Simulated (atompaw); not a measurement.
**vanadium (V): one change to a PAW (atompaw) potential, before and after**

```json
{
 "Element": "V",
 "Generator": "atompaw 4.2.0.5",
 "Type": "PAW",
 "Functional": "LDA (PW92)",
 "Relativity": "scalar-relativistic",
 "Frozen core": "[Ne]",
 "Valence charge": "13",
 "Reference configuration": "3s2 3p6 3d4 4s1 4p0",
 "Partial waves": "3s (bound): rc 1.35 bohr; 4s (bound): rc 2.20 bohr; 3p (bound): rc 1.50 bohr; 4p (bound, empty): rc 1.70 bohr; 3d (bound): rc 2.20 bohr; 3d channel at 2.2 Ry: rc 2.20 bohr",
 "Local potential": "vpsmatchnc scheme with l = 3 at 1 Ry, radius 2.10 bohr",
 "Core correction": "smooth core density matched at 1.60 bohr",
 "Augmentation charge": "besselshape compensation charge, radius 1.65 bohr; PAW radius 2.20 bohr; waves and projectors: custom polynom2 7 10 vanderbiltortho"
}
```

Change: local potential vpsmatchnc scheme with l = 3 at 1 Ry, radius 1.46 bohr.

Cutoffs: the cutoffs (Ry, on a coarse ladder) from which the occupation-weighted sum of valence levels, in a spherical-Bessel basis at the reference potential, stays within 10 and 1 mRy of its value at 400 Ry; they do not see the model core or the augmentation charge, which bear on the density cutoff.

**Question.** What does the change do?

**Answer.** The potential gets neither clearly harder nor softer (30 Ry and 200 Ry → 30 Ry and 200 Ry); the range in which the s phases agree narrows (upper end 1.9 → 0.6); neither file shows a bound ghost.

| quantity | base | changed |
| --- | --- | --- |
| cutoff, loose | 30 Ry | 30 Ry |
| cutoff, tight | 200 Ry | 200 Ry |
| bound ghosts | none | none |
| s: phases at 2.21 bohr within 0.05 rad from the reference energy up to (Ry; the scan ends near 5) | 1.9 | 0.6 |
| p: phases at 2.21 bohr within 0.05 rad from the reference energy up to (Ry; the scan ends near 5) | 4.9 | to the end of the scan |
| d: phases at 2.21 bohr within 0.05 rad from the reference energy up to (Ry; the scan ends near 5) | to the end of the scan | to the end of the scan |
| lowest overlap eigenvalue by channel | s 0.50, p 0.80, d 0.92 | s 0.50, p 0.80, d 0.91 |

 The cutoffs see the waves, projectors and local potential, not the compensation charge or the core.
